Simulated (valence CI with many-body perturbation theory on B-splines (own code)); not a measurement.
Hyperfine factors and g values of Ag34+

Calculated by valence CI with perturbative core correlation (CI+MBPT): three valence electrons over a frozen Dirac-Fock core [Ne], radial functions for each j: 11 s, 11 p, 9 d, 7 f, 5 g, 2 h, 1 i, with the one-electron correlation potential Σ1 (screened to all orders), the two-electron term Σ2, the three-electron term Σ3, Breit, model QED; selected single and double excitations, second order for the rest (own B-spline code, finite nucleus).

The last digits are not significant, and no measured levels were compared; by estimate large intervals hold to a few tenths of a per cent, small ones and those within an open d or f shell to about a per cent.

A/g_I is the dipole constant over the nuclear g factor μ/I (μ in nuclear magnetons, uniformly magnetised nucleus), B/Q the quadrupole constant per barn. Both hold the static response of the core; the bare values leave it out. Large factors of s and p1/2 electrons are usually good to 5 to 10 %; those of open d and f shells near neutrality can be off by tens of per cent, and small factors of p3/2, d and f electrons come from cancelling terms and can be off by a factor of two or in sign, in half-filled shells by more. B is blank for J = 1/2, where it vanishes, and for nearly pure S terms. Energies count from the lowest level.

Levels are named by their leading jj configuration (3d3/2^4 stands for four electrons in 3d with j = 3/2), which in mixed levels can hold well under half, so a name can repeat and another be missing. Letters in brackets count levels of one name in rising energy.

```
                     Level  E (cm⁻¹)      g  A/g_I (MHz)  A/g_I bare  B/Q (MHz/b)  B/Q bare
        (3s^2 3p1/2) J=1/2         0  0.660       267000      259000                       
        (3s^2 3p3/2) J=3/2    347310  1.329        45400       45200        83300     81600
        (3s 3p1/2^2) J=1/2    652710  2.419       735000      715000                       
(3s 3p1/2 3p3/2) J=3/2 [a]    897390  1.688       214000      210000        67500     66100
    (3s 3p1/2 3p3/2) J=5/2    967820  1.414       240000      234000        22200     21800
(3s 3p1/2 3p3/2) J=3/2 [b]   1073400  0.897         -347         697        74300     72800
    (3s 3p1/2 3p3/2) J=1/2   1143400  1.147      -130000     -124000                       
        (3s 3p3/2^2) J=5/2   1272500  1.363       171000      167000        35100     34600
        (3s^2 3d3/2) J=3/2   1385400  0.906         5730        7010        -3520     -2720
        (3s 3p3/2^2) J=1/2   1493400  1.756       819000      794000                       
        (3s^2 3d5/2) J=5/2   1493400  1.211        58200       57600        44600     44600
        (3s 3p3/2^2) J=3/2   1534300  1.158       -92900      -88200       -24000    -23400
     (3p1/2^2 3p3/2) J=3/2   1759500  1.243        28100       29200        68800     67500
(3s 3p1/2 3d3/2) J=3/2 [a]   1866000  0.520       -69700      -66800        23000     23200
    (3s 3p1/2 3d3/2) J=5/2   1903200  1.075       193000      188000        -9970     -9010
(3s 3p1/2 3d5/2) J=5/2 [a]   1986800  1.221        42400       42600        -6760     -5750
     (3p1/2 3p3/2^2) J=3/2   2014600  1.408       -39400      -35400       -17300    -16700
    (3s 3p1/2 3d3/2) J=1/2   2024500  0.310      -305000     -294000                       
(3s 3p1/2 3d3/2) J=3/2 [b]   2024900  1.336       122000      120000        14200     14000
    (3s 3p1/2 3d5/2) J=7/2   2028400  1.259       150000      147000         -987       190
(3s 3p1/2 3d5/2) J=5/2 [b]   2055600  1.355       119000      117000        18100     18200
     (3p1/2 3p3/2^2) J=1/2   2174200  0.661       242000      234000                       
(3s 3p1/2 3d5/2) J=5/2 [c]   2176600  0.956        46600       46000        61400     60800
    (3s 3p1/2 3d5/2) J=3/2   2233100  1.013       -50800      -48100        28200     28000
    (3s 3p3/2 3d5/2) J=9/2   2268500  1.329       115000      113000       102000    101000
(3s 3p3/2 3d3/2) J=5/2 [a]   2288600  1.312       125000      123000         5300      4910
(3s 3p3/2 3d3/2) J=3/2 [a]   2289900  1.425       185000      181000       -13800    -14000
(3s 3p3/2 3d3/2) J=1/2 [a]   2293300  2.381       433000      423000                       
    (3s 3p3/2 3d3/2) J=7/2   2296000  1.353       135000      133000        24600     24400
(3s 3p3/2 3d5/2) J=3/2 [a]   2356100  1.317       -42900      -39300       -40800    -40000
(3s 3p3/2 3d5/2) J=5/2 [a]   2383400  1.311       170000      166000       -38900    -37800
(3s 3p3/2 3d3/2) J=3/2 [b]   2433600  1.014         2050        3410       -44800    -43700
(3s 3p3/2 3d5/2) J=7/2 [a]   2458700  1.148        31400       31800        98800     97900
(3s 3p3/2 3d3/2) J=5/2 [b]   2525500  0.917       -38900      -36400        69700     69100
(3s 3p3/2 3d3/2) J=1/2 [b]   2534200  0.626      -112000     -108000                       
(3s 3p3/2 3d5/2) J=7/2 [b]   2538000  1.175        68300       67300        75900     75400
    (3s 3p3/2 3d5/2) J=1/2   2587600  0.666       -15900      -15100                       
(3s 3p3/2 3d5/2) J=3/2 [b]   2622200  1.293       193000      188000        24500     24500
(3s 3p3/2 3d5/2) J=5/2 [b]   2632900  1.132       -57500      -54100       -34900    -33500
           (3p3/2^3) J=3/2   2682400  1.122        18500       19500       -76600    -75000
```

Problem. Take the isotope of mass number 107, with I = 1/2, μ = -0.11352 μN. What is the hyperfine structure of (3s 3p1/2 3p3/2) J=5/2?

Solution. From the table A = -54500 MHz. Shifts from the centre of gravity in MHz: F = 2: 95400, F = 3: -68100.
